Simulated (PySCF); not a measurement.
**Stationary points of NbH₅**

These are results of PBE0 in PySCF with Nb def2-TZVP with ECP28, H def2-TZVP; scalar-relativistic core potentials, no spin–orbit coupling; density-fitted integrals, not measurements.

Relaxations began from a few typed shapes. The search is not exhaustive: other isomers or separated fragments can lie lower, and high-lying points may rest on an excited occupation.

```csv
spin,group,bonds,angles,imaginary modes (cm⁻¹),ΔE (kJ/mol),ΔE with ZPE (kJ/mol)
singlet,Cs,"Nb–H 1.715 Å (×2), Nb–H 1.749 Å (×2), Nb–H 1.774 Å","H–Nb–H 64.4°, H–Nb–H 70.6° (×2), H–Nb–H 102.3°, H–Nb–H 116.8° (×2), H–Nb–H 118.1° (×2)",none,0.0,0.0
singlet,C4v,"Nb–H 1.736 Å (×4), Nb–H 1.774 Å","H–Nb–H 75.6° (×4), H–Nb–H 120.0° (×6)",none,0.7,-2.4
singlet,Cs,"Nb–H 1.728 Å, Nb–H 1.740 Å (×2), Nb–H 1.744 Å, Nb–H 1.776 Å","H–Nb–H 72.5° (×2), H–Nb–H 78.7° (×2), H–Nb–H 119.5°, H–Nb–H 119.8° (×3), H–Nb–H 120.3° (×2)",72i,0.8,–
singlet,D3h,"Nb–H 1.730 Å (×3), Nb–H 1.871 Å (×2)","H–Nb–H 90.0° (×6), H–Nb–H 120.0° (×3), H–Nb–H 180.0°",3 found,133.9,–
```

The lowest minimum found is the singlet Cs: Nb–H 1.715 Å (×2), Nb–H 1.749 Å (×2), Nb–H 1.774 Å; H–Nb–H 64.4°, H–Nb–H 70.6° (×2), H–Nb–H 102.3°, H–Nb–H 116.8° (×2), H–Nb–H 118.1° (×2).

For the lowest minimum: stability towards spin polarisation was not tested.
